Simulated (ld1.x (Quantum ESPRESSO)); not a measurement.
Reading a pseudo-wave (Sn (Z = 50))

Columns: radius, all-electron u(r) and pseudo u(r) of the 4s shell (level -135.48 eV) of tin in the configuration [Ar] 3d10 4s2 4p6 4d10 5s1 5p3; PBE, scalar-relativistic, TM semilocal scheme, ld1.x (Quantum ESPRESSO) 7.5.

| r (bohr) | all-electron | pseudo |
| --- | --- | --- |
| 0.055 | -0.3003 | -0.0417 |
| 0.110 | -0.3638 | -0.0872 |
| 0.165 | 0.2202 | -0.1405 |
| 0.220 | 0.6507 | -0.2060 |
| 0.275 | 0.7148 | -0.2886 |
| 0.330 | 0.4931 | -0.3928 |
| 0.385 | 0.1268 | -0.5209 |
| 0.440 | -0.2701 | -0.6715 |
| 0.495 | -0.6273 | -0.8360 |
| 0.550 | -0.9113 | -0.9989 |
| 0.605 | -1.1128 | -1.1402 |
| 0.660 | -1.2361 | -1.2414 |
| 0.715 | -1.2925 | -1.2928 |
| 0.770 | -1.2957 | -1.2957 |
| 0.825 | -1.2593 | -1.2593 |
| 0.880 | -1.1957 | -1.1957 |
| 0.935 | -1.1148 | -1.1148 |
| 0.990 | -1.0243 | -1.0243 |
| 1.045 | -0.9302 | -0.9302 |
| 1.100 | -0.8367 | -0.8367 |
| 1.155 | -0.7466 | -0.7466 |
| 1.210 | -0.6617 | -0.6617 |
| 1.265 | -0.5833 | -0.5833 |
| 1.320 | -0.5116 | -0.5116 |
| 1.375 | -0.4469 | -0.4469 |
| 1.430 | -0.3890 | -0.3890 |

Task: How many radial nodes do the two functions have?

Result: The all-electron 4s function has n − l − 1 = 3 (the table is too coarse to show those close to the nucleus); the pseudo-wave has 0, since the states of the same l below it are removed with the core.

Task: At about which radius was the pseudo-wave matched?

Result: 0.85 bohr. The columns agree to 0.0005 from 0.71 bohr on; several derivatives are matched, so the curves merge somewhat inside the radius.

Task: Is the pseudo-wave norm-conserving?

Result: Yes: the TM semilocal scheme keeps the norm inside the radius equal to the all-electron one, which fixes the energy derivative of the logarithmic derivative at the level.
